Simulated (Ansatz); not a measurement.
C₃H₇BO (`CB1OC1C`). Total charge 0; spin multiplicity 1. Geometry: relaxed with PBE0-D4/def2-TZVP.

```xyz
12

C     2.128    0.166   -0.034
B     0.660   -0.153   -0.390
O    -0.062   -1.186   -0.829
C    -0.831    0.079   -0.545
C    -1.839   -0.038    0.555
H     2.795   -0.683   -0.199
H     2.203    0.471    1.014
H     2.485    1.015   -0.624
H    -1.222    0.499   -1.471
H    -1.403   -0.462    1.462
H    -2.688   -0.663    0.259
H    -2.226    0.955    0.802
```

Task: What is the dipole moment at B3LYP/def2-TZVPP? (An estimate is asked.)

Result: The calculation gave: 1.69 D, with components (0.33, 1.52, 0.65) D in this frame, pointing from negative to positive charge.

Task: And with PBE, r2SCAN, ωB97M-V? (An estimate is asked.)

Result: Computed: PBE 1.53 D, r2SCAN 1.63 D, ωB97M-V 1.69 D.

Task: Give the Mulliken charges with B3LYP, PBE, ωB97M-V in def2-TZVPP. (An estimate is asked.)

Result: The calculation gave: 
| atom | B3LYP | PBE | ωB97M-V |
| --- | --- | --- | --- |
| C1 | -0.30 | -0.33 | -0.33 |
| B2 | 0.10 | 0.05 | 0.13 |
| O3 | -0.28 | -0.21 | -0.28 |
| C4 | 0.04 | 0.05 | 0.00 |
| C5 | -0.21 | -0.21 | -0.27 |
| H6 | 0.10 | 0.11 | 0.12 |
| H7 | 0.10 | 0.11 | 0.11 |
| H8 | 0.10 | 0.11 | 0.12 |
| H9 | 0.10 | 0.09 | 0.11 |
| H10 | 0.07 | 0.08 | 0.09 |
| H11 | 0.09 | 0.09 | 0.11 |
| H12 | 0.08 | 0.08 | 0.10 |

B3LYP here is the variant with VWN-RPA as its local correlation; programs differ in this.
